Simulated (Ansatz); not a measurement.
Consider the ligand exchange at the Si–O bond: `CO[SiH2][Se]C` + HCl → `C[Se][SiH2]Cl` + CH₃OH.

Computed with Ansatz on PBE0-D4/def2-TZVP structures; ΔE is electronic, products minus reactants. CCSD(T)/CBS is the MP2 limit (def2-TZVPP, def2-QZVPP) plus CCSD(T) − MP2 in def2-TZVPP, frozen cores. This one scheme is used for every species. DFT in def2-TZVPP. B3LYP here is the variant with VWN-RPA as its local correlation; programs differ in this. For Se outer-core shells are correlated without core-valence functions, which leaves a few kJ/mol of doubt a bond. Scalar relativity is left out up to krypton. Each species was taken in one conformer, which may not be the lowest.

Problem. Is it downhill or uphill in electronic energy at CCSD(T)/CBS, and by how much? (An estimate is asked.)

Solution. The calculation gave: Nearly level: ΔE = -0.02 eV.

Problem. What do these levels give: PBE-D4, r2SCAN-D4, ωB97X-V, B2PLYP, PBE, B3LYP, HF/def2-TZVPP, MP2/def2-TZVPP, HF/def2-QZVPP, HF/CBS(def2), MP2/CBS(def2), CCSD/CBS(def2)? (An estimate is asked.)

Solution. The calculation gave: PBE-D4 -0.08, r2SCAN-D4 -0.04, ωB97X-V -0.02, B2PLYP -0.01, PBE -0.11, B3LYP -0.04, HF/def2-TZVPP -0.02, MP2/def2-TZVPP 0.00, HF/def2-QZVPP -0.01, HF/CBS(def2) -0.01, MP2/CBS(def2) -0.04, CCSD/CBS(def2) -0.02 eV.

Largest T1 diagnostic among the species: 0.010.

The D4 term adds +0.04 eV with B3LYP and +0.03 eV with PBE0; it sums over pairs of atoms, weighted by their polarisabilities, and B3LYP, whose exchange is more repulsive, gets the larger term.
